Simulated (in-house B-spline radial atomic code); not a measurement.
A calculation on Mg⁸⁺: its settings, and results tabulated from the run. Level of theory: scalar-relativistic (X2C) LC-wPBE, spin-polarised, spherical fractional occupations, exact exchange averaged over the configuration, Fermi nucleus of rms radius 3.057 fm; calculated with an all-electron radial atomic-structure program (B-spline basis).

Command:
```bash
python run_scf.py task.json out
```
Settings (nuclear radius in fm, mass in u):
```
Z                12
configuration    [He] 2s2
hamiltonian      x2c
method           lc_wpbe
spin_polarised   True
nucleus          fermi
rms_radius       3.057
atomic_mass      23.98504
speed_of_light   137.035999084
exact_exchange   averaged over the configuration
```

Output (hartree, bohr):
```
 radial grid: 63 intervals, B-splines of order 8, outer radius 4.5977 bohr

 iter        energy (Eh)    residual
    1        -161.208584    7.19e-01
    2        -162.302631    3.16e-02
    3        -162.304644    1.51e-02
    4        -162.305099    7.16e-03
    5        -162.305233    3.50e-04
    6        -162.305234    6.02e-06
    7        -162.305234    1.76e-08

 total energy                      -162.30523
 kinetic                             162.8057
 electron-nucleus                   -342.3319
 Hartree                              26.5264
 exact exchange                       -0.8843
 exchange-correlation                 -8.4212

 orbital      occ     eigenvalue          <r>       <r^2>       <1/r>     <1/r^3>       <r^4>       r_max
 1s up      1.000       -58.0114     0.129563   0.0225752     11.7178           -  0.00131056     0.08475
 1s down    1.000       -58.0114     0.129563   0.0225752     11.7178           -  0.00131056     0.08475
 2s up      1.000       -11.5961     0.571851    0.382824     2.58741           -    0.245936      0.4874
 2s down    1.000       -11.5961     0.571851    0.382824     2.58741           -    0.245936      0.4874
```

Cost of the run: 0.2 s on 1 thread of Arm Neoverse N1, with other jobs on the host.
